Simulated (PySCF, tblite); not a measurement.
C₄H₈FNSi₂.
Geometry (GFN2-xTB, Å), atoms numbered from 1 in this order:
```
atom  x, y, z in Å
N1     3.5942   -1.1569    1.3074
C2     2.7118   -0.9359    0.6106
Si3    1.3107   -0.4976   -0.5382
Si4    0.4476    1.6553   -0.4516
C5    -1.2418    1.0583    0.2288
C6    -1.4877   -0.3992   -0.1743
C7    -0.3035   -1.2901    0.1919
F8    -0.2007   -1.3445    1.5785
H9     1.6370   -1.2021   -1.7871
H10    1.0772    2.6278    0.4428
H11    0.2759    2.2709   -1.7744
H12   -2.0731    1.6757   -0.1122
H13   -1.2352    1.1172    1.3190
H14   -2.3889   -0.7739    0.3199
H15   -1.6412   -0.4735   -1.2544
H16   -0.4901   -2.3226   -0.1229
```

The calculation used PBE0/pcSseg-1 in PySCF (dipole) on a GFN2-xTB geometry, gas phase.

Masses are those of the commonest isotopes; rigid-rotor values at the optimised geometry. The values belong to one conformer with, in the numbering `[N:1]#[C:2][Si@@H:3]1[SiH2:4][CH2:5][CH2:6][C@@H:7]1[F:8]`, C2–Si3–Si4–C5 -113°, Si3–Si4–C5–C6 -25°, Si4–C5–C6–C7 52°, C5–C6–C7–F8 66°.

What are A, B and C (MHz)?

Ia = 254.75, Ib = 436.08, Ic = 576.92 u·Å²; 505379 MHz·u·Å²/I gives A = 1984, B = 1159, C = 876.0 MHz.

Classify the top.

An asymmetric top: κ = (2 × 1159 − 1984 − 876.0)/(1984 − 876.0) = -0.49.

What does the inertial defect say?

Not planar: Δ = Ic − Ia − Ib = -113.91 u·Å². For a rigid frame Δ = −2 Σ m c², so Σ m c² = 56.95 u·Å² lies off the ab plane: 14.31 from hydrogen and 42.65 from heavier atoms. The atom farthest from that plane is 2.22 Å away.

Give the other two planar moments, Paa and Pbb, and the rms extents of the mass along the axes.

Paa = Σ m a² = (Ib + Ic − Ia)/2 = 379.13 and Pbb = Σ m b² = (Ia + Ic − Ib)/2 = 197.79 u·Å². With the mass M = 145.02 u, the rms extents √(P/M) along a, b and c are 1.62, 1.17, 0.63 Å.

Which lines would a microwave search look for?

The dipole components are |μa| = 4.74 D, |μb| = 0.75 D, |μc| = 2.36 D. The squared components, which scale the intensities, stand as 1.00 : 0.03 : 0.25 (a : b : c). Some lines, for components of 0.1 D or more:

```json
{"type": "c", "branch": "Q", "J(Ka,Kc)": "2(1,2) ← 2(0,2)", "MHz": "603", "lower level (cm⁻¹)": "0.202"}
{"type": "c", "branch": "Q", "J(Ka,Kc)": "1(1,1) ← 1(0,1)", "MHz": "825", "lower level (cm⁻¹)": "0.068"}
{"type": "a", "branch": "Q", "J(Ka,Kc)": "2(1,1) ← 2(1,2)", "MHz": "849", "lower level (cm⁻¹)": "0.222"}
{"type": "b", "branch": "Q", "J(Ka,Kc)": "1(1,0) ← 1(0,1)", "MHz": "1108", "lower level (cm⁻¹)": "0.068"}
{"type": "b", "branch": "Q", "J(Ka,Kc)": "2(1,1) ← 2(0,2)", "MHz": "1452", "lower level (cm⁻¹)": "0.202"}
{"type": "a", "branch": "R", "J(Ka,Kc)": "1(0,1) ← 0(0,0)", "MHz": "2035", "lower level (cm⁻¹)": "0.000"}
{"type": "b", "branch": "R", "J(Ka,Kc)": "1(1,1) ← 0(0,0)", "MHz": "2860", "lower level (cm⁻¹)": "0.000"}
{"type": "b", "branch": "R", "J(Ka,Kc)": "2(0,2) ← 1(1,1)", "MHz": "3184", "lower level (cm⁻¹)": "0.095"}
{"type": "b", "branch": "Q", "J(Ka,Kc)": "2(2,1) ← 2(1,2)", "MHz": "3324", "lower level (cm⁻¹)": "0.222"}
{"type": "a", "branch": "R", "J(Ka,Kc)": "2(0,2) ← 1(0,1)", "MHz": "4009", "lower level (cm⁻¹)": "0.068"}
{"type": "a", "branch": "R", "J(Ka,Kc)": "2(1,1) ← 1(1,0)", "MHz": "4353", "lower level (cm⁻¹)": "0.105"}
{"type": "b", "branch": "R", "J(Ka,Kc)": "2(1,2) ← 1(0,1)", "MHz": "4612", "lower level (cm⁻¹)": "0.068"}
{"type": "c", "branch": "R", "J(Ka,Kc)": "2(1,1) ← 1(0,1)", "MHz": "5461", "lower level (cm⁻¹)": "0.068"}
{"type": "b", "branch": "R", "J(Ka,Kc)": "2(2,1) ← 1(1,0)", "MHz": "6828", "lower level (cm⁻¹)": "0.105"}
{"type": "c", "branch": "R", "J(Ka,Kc)": "2(2,0) ← 1(1,0)", "MHz": "6889", "lower level (cm⁻¹)": "0.105"}
{"type": "c", "branch": "R", "J(Ka,Kc)": "2(2,1) ← 1(1,1)", "MHz": "7110", "lower level (cm⁻¹)": "0.095"}
{"type": "b", "branch": "R", "J(Ka,Kc)": "2(2,0) ← 1(1,1)", "MHz": "7172", "lower level (cm⁻¹)": "0.095"}
```

Estimate the classical rotational partition function at 50 K, 100 K and 298.15 K.

Point group C1, symmetry number σ = 1; q = (√π/σ)·√((kT/h)³/(ABC)), k/h = 20836.6 MHz/K: 42000 at 50 K, 119000 at 100 K, 612000 at 298.15 K.

Its GFN2-xTB frequencies are all real (lowest 47 cm⁻¹). Zero-point vibration and centrifugal distortion are left out. Quadrupole hyperfine structure (14N) is left out.

Hardware: Arm Neoverse V1, one thread, shared host with 32 logical CPUs at a one-minute load of 21. Cost: 74 s (grids of density and orbitals included), 0.77 GiB resident at most. This is the PBE0/pcSseg-1 job that gave the dipole, with the shieldings it also computed.
